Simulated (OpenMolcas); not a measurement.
Ru⁵⁺: effect of correlating more closed shells

```json
{
 "Program": "OpenMolcas",
 "Basis": "ANO-RCC-VQZP [8s7p5d3f2g1h]",
 "Scalar Hamiltonian": "DKH2, point nucleus",
 "Active space": "3 electrons in 5 orbitals (4d)",
 "State averaging": "2S+1 = 4 even, 10 roots; 2S+1 = 2 even, 40 roots",
 "Spin-orbit coupling": "RASSI with atomic mean-field integrals over the reference wave functions, term energies averaged over their components"
}
```

Methods on the same reference wave functions:
A. CASSCF
B. MS-CASPT2, IPEA 0.25 Eh, imaginary shift 0.1 Eh (closed shells correlated: none)
C. MS-CASPT2, IPEA 0.25 Eh, imaginary shift 0.1 Eh (closed shells correlated: 4s 4p)

Energies in cm⁻¹ above 4d³ ⁴F_3/2.

```json
{"Level": "4d³ ⁴F_3/2", "A": "0.0", "B": "0.0", "C": "0.0"}
{"Level": "4d³ ⁴F_5/2", "A": "1342", "B": "1387", "C": "1385"}
{"Level": "4d³ ⁴F_7/2", "A": "3013", "B": "3070", "C": "3060"}
{"Level": "4d³ ⁴F_9/2", "A": "4881", "B": "4910", "C": "4880"}
{"Level": "4d³ ⁴P_3/2 [74 %]", "A": "16618", "B": "14240", "C": "13600"}
{"Level": "4d³ ⁴P_1/2", "A": "16620", "B": "14510", "C": "13740"}
{"Level": "4d³ ²G_7/2", "A": "18497", "B": "16840", "C": "15670"}
{"Level": "4d³ ⁴P_5/2", "A": "18712", "B": "16720", "C": "15890"}
{"Level": "4d³ ²G_9/2", "A": "19498", "B": "17980", "C": "16730"}
{"Level": "4d³ ²P_1/2", "A": "24031", "B": "20000", "C": "20030"}
{"Level": "4d³ ²H_9/2", "A": "24874", "B": "23620", "C": "22070"}
{"Level": "4d³ ²H_11/2", "A": "25214", "B": "24060", "C": "22400"}
{"Level": "4d³ ²D_5/2(1)", "A": "27585", "B": "23720", "C": "23330"}
{"Level": "4d³ ²F_7/2", "A": "39256", "B": "35280", "C": "33250"}
{"Level": "4d³ ²F_5/2", "A": "39778", "B": "35750", "C": "33730"}
{"Level": "4d³ ²D_5/2(2)", "A": "60789", "B": "52580", "C": "52430"}
{"Level": "4d³ ²D_3/2(2)", "A": "61388", "B": "53330", "C": "53010"}
```

Between B and C the level of the table that moves most is 4d³ ²F_7/2, by 2000 cm-1 (lowest in C, highest in B). Moves below CASPT2's spread within the term are not significant.

From A to B the spin-free energies of the other terms of 4d³ shown, above ⁴F, scale by factors of 0.80 to 0.94, as is usual when dynamic correlation screens the repulsion within a d or f shell.

The lowest spin-free term lies below A's lowest term by 0.020 hartree in B, 0.339 hartree in C.

What an inner shell adds also hangs on whether the basis holds functions to correlate it.

CASPT2 breaks the degeneracy within a term, and the mean is taken; among the terms shown or strongly mixed into the levels shown the widest spread is 800 cm-1 (4d³ ⁴F, C). Without dynamic correlation excited terms often stand tens of per cent too high (terms of higher spin than the ground term too low), and those without a measured partner can miss by more than the paired ones (holds for A). Only configurations of the active space appear. Levels that lie high or do not pair safely by name in every column are left out.

A share in square brackets marks a mixed level and gives the weight of the term that names it, the lowest over the columns. A number in round brackets counts repeated terms of one configuration in the order of the reference energies.
